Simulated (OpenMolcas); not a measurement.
**Mo3+: effect of the metal basis**

Mo3+ with its 6 nearest oxide ions at 2.082 Å, on the Mg site of MgO (a = 4.2112 Å, distance in the model lattice 2.106 Å). The rest of the host is ab initio model potentials to 7.6 Å and point charges beyond; the distance is set by hand and nothing relaxes, and no local charge compensation is placed.

```json
{"Program": "OpenMolcas 26.06", "Method": "CASSCF", "Spin-orbit coupling": "RASSI with atomic mean-field integrals over the reference wave functions"}
```

Fixed: ligand basis ANO-RCC-VDZP, active space 3 electrons in 5 orbitals (4d), DKH2 Hamiltonian.

States (labels of O, the rotations of Oh). Energies in cm-1 above the lowest state or level, χT in cm3 K/mol; 10Dq and B are least-squares fits to the states below 45000 cm-1, weighted by degeneracy, with a free offset, and given where the rms deviation is under 5 % of |10Dq| (or 100 cm-1) and under 700 cm-1.

| Run | Metal basis | Ground state | First state of that spin | 10Dq | B (rms of fit) | First gap with spin-orbit (degeneracies) | χT at 300 K | First state of another spin | Cost |
| --- | --- | --- | --- | --- | --- | --- | --- | --- | --- |
| A | ANO-RCC-VDZP | 4A2 | 4T2 33273 | 33202 | 685 (34) | 12875 (4, 4) | 1.812 | 2E 12900 | roughly 22 core-seconds |
| B | ANO-RCC-VTZP | 4A2 | 4T2 32060 | 31957 | 683 (33) | 12799 (4, 4) | 1.810 | 2E 12827 | roughly 40 core-seconds |

Against A, |10Dq| changes by -3.7 % in B.

Costs are those of the RASSCF and RASSI steps.

Without dynamic correlation the repulsion within the d shell is too large (B by tens of per cent), so at a given field states of lower spin stand too high. With metal d orbitals alone the field can be off either way by tens of per cent. Ligand-to-metal charge-transfer states are missing. With no ligand orbital active B as a rule stays too high, so bands that hang on it stand too high and its fall with covalency is understated. The least metal-like active orbital is 77 % on the metal (Löwdin) and no ligand orbital is active, so the numbers are rough (holds for A). The least metal-like active orbital is 78 % on the metal (Löwdin) and no ligand orbital is active, so the numbers are rough (holds for B). No measured value stands beside these numbers; the geometry was set by hand and not optimised.
